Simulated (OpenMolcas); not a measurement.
Ti2+: moving the ligands

Ti2+ with 6 ligands (water) in octahedral coordination (Th) at 2.22 Å. Ligand basis ANO-RCC-VDZP.
```
Ti    0.0000    0.0000    0.0000
O     2.2200    0.0000    0.0000
H     2.7970    0.7797    0.0000
H     2.7970   -0.7797    0.0000
O     0.0000    2.2200    0.0000
H     0.0000    2.7970    0.7797
H     0.0000    2.7970   -0.7797
O    -2.2200    0.0000    0.0000
H    -2.7970    0.7797    0.0000
H    -2.7970   -0.7797    0.0000
O     0.0000   -2.2200    0.0000
H     0.0000   -2.7970    0.7797
H     0.0000   -2.7970   -0.7797
O     0.0000    0.0000    2.2200
H     0.7797    0.0000    2.7970
H    -0.7797    0.0000    2.7970
O     0.0000    0.0000   -2.2200
H     0.7797    0.0000   -2.7970
H    -0.7797    0.0000   -2.7970
```

```yaml
Program: OpenMolcas 26.06
Method: "SS-CASPT2, IPEA 0.25 Eh, imaginary shift 0.1 Eh (closed shells correlated: 3s 3p and the ligand valence shells)"
Basis: ANO-RCC-VTZP [6s5p3d2f1g]
Scalar_Hamiltonian: DKH2, point nucleus
Active_space: 2 electrons in 5 orbitals (3d)
State_averaging: 2S+1 = 3 even, 10 roots; 2S+1 = 1 even, 15 roots
Spin-orbit_coupling: RASSI with atomic mean-field integrals over the reference wave functions
```

Runs around this geometry, states (labels of O, taken over from Oh, the nearest higher group). Energies in cm-1 above the lowest state or level, χT in cm3 K/mol; under a threefold ground state the first gap can be a small split of the lowest multiplet, not the spin-orbit step; 10Dq and B are least-squares fits to the states below 45000 cm-1, weighted by degeneracy, with a free offset, and given where the rms deviation is under 5 % of |10Dq| (or 100 cm-1) and under 700 cm-1.

| R (Å) | Ground state | First state of that spin | 10Dq | B (rms of fit) | First gap with spin-orbit (degeneracies) | χT at 300 K | First state of another spin |
| --- | --- | --- | --- | --- | --- | --- | --- |
| 2.13 | 3T1 | 3T2 13460 | 14988 | 653 (249) | 2 (2, 3) | 1.089 | 1T2 8630 |
| 2.22 | 3T1 | 3T2 10580 | 12019 | 661 (237) | 3 (2, 3) | 1.099 | 1T2 8790 |
| 2.31 | 3T1 | 3T2 8300 | 9571 | 672 (298) | 4 (2, 3) | 1.109 | 1T2 8860 |

Taking |10Dq| as R^-n, n = -ln(9571 / 14988) / ln(2.31 / 2.13) = 5.5 between the shortest and longest distance. The point-charge formula for a cubic d site gives n = 5.

Roots that are degenerate in the reference are averaged as groups; the widest CASPT2 spread within a group is 730 cm-1 (the 3-fold group of multiplicity 1 near 23500 cm-1 above the lowest state of its run, R = 2.22). Shifts and gaps below about the spread of the groups concerned are not significant. Over all roots computed the reference weight is 0.70 to 0.71 in R = 2.13, 0.70 to 0.71 in R = 2.22, 0.70 to 0.71 in R = 2.31; a low but even weight reflects the number of correlated electrons. An orbital triplet at a regular site is open to Jahn-Teller coupling, which can distort the site and quench the lowest spin-orbit gaps and is left out. Ligand-to-metal charge-transfer states are missing. With no ligand orbital active B as a rule stays too high, so bands that hang on it stand too high and its fall with covalency is understated. With one d shell and no ligand orbital active, 10Dq can be off by tens of per cent for divalent 3d ions, low with halides held by bare charges and at times high in hosts. Free-ion shares, where given, are those of the reference states; single-state CASPT2 does not remix them (holds for R = 2.22; R = 2.31). No measured value stands beside these numbers; the geometry is a model, was not optimised and need not be the one that this ion takes.
